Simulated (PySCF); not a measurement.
Levels of Dy⁵³⁺ from EOM-EA-GCCSD

Reference: closed-shell Dy⁵⁴⁺, [Ne] 3s2; one electron is added. Calculated with PySCF 2.14, two-component X2C-1e with screened spin-orbit coupling, an even-tempered Gaussian basis (17 s from 5.3 bohr⁻², ratio 2.6; 14 p from 6.9 bohr⁻², ratio 2.6; 6 d from 7.1 bohr⁻², ratio 2.8; 4 f from 97 bohr⁻², ratio 2.8); frozen 1s2; the 52 highest virtual spinors dropped; of the others 56 kept and the rest restored at second order. No Breit or QED terms. Binding energies in eV.

```csv
level,Koopmans,second order,EOM-CCSD
3p1/2,5068.5,5070.3,5069.7
3p3/2,4852.8,4855.4,4855.5
3d3/2,4658.8,4672.6,4652.0
3d5/2,4610.9,near a pole,4612.2
```

In EOM-CCSD the overlap with the one-orbital guess is low for 3d3/2 (weight 0.81), 3d5/2 (weight 0.60). That can mean mixing with two-particle, one-hole states, where second order and EOM-CCSD lose accuracy, or only a rotation among the degenerate components of the shell; the terms of those configurations are not listed.

For comparison, the ionisation energy of Dy⁵³⁺ is 5066 ± 5 eV (theoretical estimate listed by NIST; NIST Atomic Spectra Database, ionization energies).

Only part of the computed levels is shown.
